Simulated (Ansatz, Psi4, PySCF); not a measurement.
C₄H₅N, charge +1, doublet, geometry from GFN2-xTB (a state made from the parent by changing its charge; the spin is typed, not shown lowest). Base run: PBE/6-31G* run with PySCF.

Geometry (Å):
```xyz
10

C     -0.0636    -1.1364     0.4413
C     -1.1568    -0.3720     0.1169
C     -0.6629     0.8758    -0.3573
N      0.6865     0.8485    -0.3140
C      1.0889    -0.3492     0.1624
H     -0.0517    -2.1365     0.8312
H     -2.1935    -0.6388     0.1958
H     -1.2201     1.7306    -0.7038
H      1.2995     1.6062    -0.5944
H      2.1268    -0.6098     0.2891
```
Charge +1, spin multiplicity 2.
Orbitals are unrestricted.
All else is at PySCF's defaults.

The same geometry, method and basis name were run in Ansatz (an electronic-structure program) and Psi4 and PySCF, at each program's defaults and at the settings that a row names. The base is PySCF at its defaults. Differences at the defaults can come from grids, fitting, cores and function types together.

```
code and settings                                                                             ΔE vs base (mEh)  basis functions      E (Eh)  SCF cycles
--------------------------------------------------------------------------------------------  ----------------  ---------------  ----------  ----------
PySCF, defaults (exact integrals, its default grid, spherical functions)                                 0.000               80  -209.60492          12
Psi4, defaults (density fitting with its default set, its default grid, Cartesian functions)            -4.669               85  -209.60959           9
Ansatz, defaults (factorised integrals, its default grid, Cartesian functions)                          -4.603               85  -209.60952           -
PySCF, density fitting with def2-universal-jkfit                                                        -0.100               80  -209.60502          12
PySCF, fine grid                                                                                         0.001               80  -209.60492          12
Psi4, exact integrals, spherical functions, fine grid                                                    0.001               80  -209.60492          14
Ansatz, high accuracy, Cartesian functions as the basis file defines them                               -4.601               85  -209.60952           -
```

Open shells are given as the SCF converged; they aren't shown to be the lowest states, and a large step between rows can be another state.
